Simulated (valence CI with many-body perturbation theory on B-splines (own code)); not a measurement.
Tl LXXVI: electric-dipole lines

Calculated by relativistic CI+MBPT: four valence electrons over a frozen Dirac-Fock core [He], a basis of 11 s, 11 p, 9 d, 7 f, 5 g, 2 h, 1 i functions for each j, with the one-electron correlation potential Σ1 (screened to all orders), the two-electron term Σ2, the three-electron term Σ3, Breit, model QED; selected single and double excitations, second order for the rest (own B-spline code, finite nucleus).

No measured spectrum was set against this ion. As an estimate, large intervals hold to a few tenths of a per cent, small ones and those within an open d or f shell to about a per cent. Among the levels kept, up to 310 cm⁻¹ of a level comes from second order outside the variational space, and about a tenth of that is noise between levels of different J, which matters for small intervals.

Lines 201 to 248 of 248 in falling wavelength, among levels below 16474 eV, chosen from the strongest by gf and those to the six lowest levels. Wavelengths and rates use the calculated energies. Electric multipoles are in the length gauge, E1 and E2 with the static RPA response of the core. Weak lines are less certain than strong ones. Lines between different terms over intervals too small for the method are left out, as are lines whose strength nearly cancels. The highest levels of a list are the least certain.

Levels are named by their leading jj configuration (3d3/2^4 stands for four electrons in 3d with j = 3/2), which in mixed levels can hold well under half, so a name can repeat and another be missing. Letters in brackets count levels of one name in rising energy.

```
λ vac (Å)                           Upper                   Lower   A (s⁻¹)  S (a.u.)
   0.9118  (2s 2p1/2 2p3/2 3d3/2) J=2 [a]  (2s 2p1/2^2 2p3/2) J=1  1.77e+13  3.31e-05
   0.9115  (2s 2p1/2 2p3/2 3d3/2) J=1 [a]  (2s 2p1/2^2 2p3/2) J=1  5.14e+12  5.76e-06
   0.9061          (2p1/2^2 2p3/2 3s) J=2  (2s^2 2p1/2 2p3/2) J=1  4.24e+12  7.78e-06
   0.9052  (2s 2p1/2 2p3/2 3d3/2) J=2 [a]  (2s 2p1/2^2 2p3/2) J=2  4.20e+14  7.69e-04
   0.9049  (2s 2p1/2 2p3/2 3d3/2) J=1 [a]  (2s 2p1/2^2 2p3/2) J=2  1.39e+14  1.52e-04
   0.9044  (2s 2p1/2 2p3/2 3d3/2) J=3 [a]  (2s 2p1/2^2 2p3/2) J=2  5.76e+14  1.47e-03
   0.9030  (2s 2p1/2 2p3/2 3d3/2) J=1 [c]  (2s 2p1/2^2 2p3/2) J=1  3.65e+14  3.98e-04
   0.9017  (2s 2p1/2 2p3/2 3d3/2) J=1 [d]  (2s 2p1/2^2 2p3/2) J=1  2.47e+15  2.68e-03
   0.9016  (2s 2p1/2 2p3/2 3d3/2) J=2 [d]  (2s 2p1/2^2 2p3/2) J=1  2.76e+15  5.00e-03
   0.9016  (2s 2p1/2 2p3/2 3d3/2) J=3 [b]  (2s 2p1/2^2 2p3/2) J=2  2.29e+15  5.81e-03
   0.9010  (2s 2p1/2 2p3/2 3d3/2) J=2 [b]  (2s 2p1/2^2 2p3/2) J=2  2.40e+15  4.33e-03
   0.9009  (2s 2p1/2 2p3/2 3d3/2) J=0 [b]  (2s 2p1/2^2 2p3/2) J=1  2.95e+15  1.07e-03
   0.9003  (2s 2p1/2 2p3/2 3d3/2) J=1 [b]  (2s 2p1/2^2 2p3/2) J=2  2.63e+15  2.84e-03
   0.8996          (2s^2 2p1/2 3d3/2) J=1      (2s^2 2p1/2^2) J=0  2.90e+15  3.13e-03
   0.8996  (2s 2p1/2 2p3/2 3d5/2) J=2 [a]  (2s 2p1/2^2 2p3/2) J=1  6.64e+13  1.19e-04
   0.8980          (2s^2 2p3/2 3d3/2) J=2  (2s^2 2p1/2 2p3/2) J=2  1.11e+15  1.98e-03
   0.8979  (2s 2p1/2 2p3/2 3d5/2) J=1 [a]  (2s 2p1/2^2 2p3/2) J=1  6.80e+13  7.29e-05
   0.8974          (2s^2 2p3/2 3d3/2) J=3  (2s^2 2p1/2 2p3/2) J=2  2.18e+15  5.44e-03
   0.8971          (2s^2 2p3/2 3d3/2) J=1  (2s^2 2p1/2 2p3/2) J=2  3.79e+14  4.05e-04
   0.8969          (2s^2 2p3/2 3d3/2) J=2  (2s^2 2p1/2 2p3/2) J=1  1.10e+15  1.96e-03
   0.8968  (2s 2p1/2 2p3/2 3d3/2) J=3 [c]  (2s 2p1/2^2 2p3/2) J=2  3.63e+13  9.05e-05
   0.8960          (2s^2 2p3/2 3d3/2) J=1  (2s^2 2p1/2 2p3/2) J=1  1.83e+15  1.94e-03
   0.8956          (2s^2 2p3/2 3d3/2) J=0  (2s^2 2p1/2 2p3/2) J=1  2.22e+15  7.86e-04
   0.8954  (2s 2p1/2 2p3/2 3d5/2) J=1 [b]  (2s 2p1/2^2 2p3/2) J=1  1.05e+13  1.12e-05
   0.8929  (2s 2p1/2 2p3/2 3d5/2) J=3 [a]  (2s 2p1/2^2 2p3/2) J=2  1.26e+13  3.10e-05
   0.8895  (2s 2p1/2 2p3/2 3p3/2) J=3 [a]  (2s^2 2p1/2 2p3/2) J=2  4.38e+13  1.06e-04
   0.8879  (2s 2p1/2 2p3/2 3p3/2) J=2 [a]  (2s^2 2p1/2 2p3/2) J=2  3.93e+13  6.79e-05
   0.8876  (2s 2p1/2 2p3/2 3p3/2) J=1 [a]  (2s^2 2p1/2 2p3/2) J=1  4.68e+14  4.84e-04
   0.8872          (2s^2 2p3/2 3d5/2) J=2  (2s^2 2p1/2 2p3/2) J=2  3.01e+13  5.19e-05
   0.8867  (2s 2p1/2 2p3/2 3p3/2) J=2 [a]  (2s^2 2p1/2 2p3/2) J=1  1.56e+14  2.68e-04
   0.8864          (2s^2 2p3/2 3d5/2) J=3  (2s^2 2p1/2 2p3/2) J=2  3.95e+13  9.51e-05
   0.8861          (2s^2 2p3/2 3d5/2) J=2  (2s^2 2p1/2 2p3/2) J=1  2.14e+14  3.67e-04
   0.8857  (2s 2p1/2 2p3/2 3p3/2) J=2 [b]  (2s^2 2p1/2 2p3/2) J=2  3.85e+14  6.60e-04
   0.8854  (2s 2p1/2 2p3/2 3p3/2) J=0 [a]  (2s^2 2p1/2 2p3/2) J=1  7.34e+14  2.52e-04
   0.8854          (2s^2 2p3/2 3d5/2) J=1  (2s^2 2p1/2 2p3/2) J=2  2.85e+13  2.93e-05
   0.8848  (2s 2p1/2 2p3/2 3p3/2) J=3 [b]  (2s^2 2p1/2 2p3/2) J=2  3.92e+14  9.39e-04
   0.8847  (2s 2p1/2 2p3/2 3p3/2) J=1 [b]  (2s^2 2p1/2 2p3/2) J=2  7.18e+14  7.36e-04
   0.8846          (2s 2p1/2^2 3p3/2) J=1      (2s^2 2p1/2^2) J=0  7.31e+14  7.49e-04
   0.8846  (2s 2p1/2 2p3/2 3p3/2) J=2 [b]  (2s^2 2p1/2 2p3/2) J=1  3.57e+13  6.10e-05
   0.8835  (2s 2p1/2 2p3/2 3p3/2) J=1 [b]  (2s^2 2p1/2 2p3/2) J=1  1.44e+13  1.48e-05
   0.8810  (2s 2p1/2 2p3/2 3p3/2) J=2 [c]  (2s^2 2p1/2 2p3/2) J=2  4.72e+13  7.96e-05
   0.8808  (2s 2p1/2 2p3/2 3p3/2) J=3 [c]  (2s^2 2p1/2 2p3/2) J=2  2.91e+14  6.86e-04
   0.8799  (2s 2p1/2 2p3/2 3p3/2) J=2 [c]  (2s^2 2p1/2 2p3/2) J=1  3.70e+14  6.22e-04
   0.8796  (2s 2p1/2 2p3/2 3p3/2) J=2 [d]  (2s^2 2p1/2 2p3/2) J=2  2.83e+14  4.76e-04
   0.8795  (2s 2p1/2 2p3/2 3p3/2) J=1 [c]  (2s^2 2p1/2 2p3/2) J=2  7.24e+13  7.30e-05
   0.8785  (2s 2p1/2 2p3/2 3p3/2) J=2 [d]  (2s^2 2p1/2 2p3/2) J=1  1.16e+13  1.93e-05
   0.8784  (2s 2p1/2 2p3/2 3p3/2) J=1 [c]  (2s^2 2p1/2 2p3/2) J=1  2.54e+14  2.55e-04
   0.8779  (2s 2p1/2 2p3/2 3p3/2) J=1 [d]  (2s^2 2p1/2 2p3/2) J=1  2.01e+13  2.01e-05
```
